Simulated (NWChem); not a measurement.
# CH3BBrCl; SMILES CB(Cl)Br

All runs: NWChem. Structure relaxed at the PBE-D3(BJ)/def2-SVP level. Level: PBE0/def2-SVPD; the question gives the wavelength of the field.

Estimate the computed values for field 1065 nm. Quantities: isotropic polarisability (bohr³); anisotropy (bohr³).


```json
{
 "isotropic polarisability (bohr³)": "63.3",
 "anisotropy (bohr³)": "24.2"
}
```
